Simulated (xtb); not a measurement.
C4H6BF, SMILES C#CB(C)CF. All values are semi-empirical tight-binding results from xtb (GFN2-xTB unless named), good for trends rather than for accurate numbers. The structure is a stationary point at GFN2-xTB. This is a generated structure with no PubChem entry under its InChIKey; it may be hypothetical. One conformer was computed; it need not be the lowest.

```json
{
 "orbital_gap": "3.64 eV",
 "dipole_moment": "2.63 D",
 "zero_point_energy": "54.7 kcal/mol",
 "G − E(el) at 298.15 K (modified RRHO)": "34.4 kcal/mol",
 "static polarisability (D4 model)": "57.7 bohr³",
 "solvation energy, GFN2-xTB/ALPB(water)": "-3.7 kcal/mol",
 "solvation energy, GFN2-xTB/ALPB(toluene)": "-5.5 kcal/mol"
}
```

Problem. Give the IR lines (harmonic; lines under 4 % of the strongest left out, lines within 3 cm⁻¹ merged). (The exact figures need the calculation; the answer reports its results.)

Solution. ν (cm⁻¹): 95 (w), 666 (m), 699 (w), 843 (vs), 1007 (vs), 1107 (m), 1196 (vs), 1200 (m), 1294 (w), 1381 (m), 1416 (w), 2195 (m), 2898 (m), 2918 (m), 3004 (w), 3028 (w), 3041 (m) (against the strongest line: vs over 80 %, s over 45 %, m over 15 %, w over 4 %, vw less)
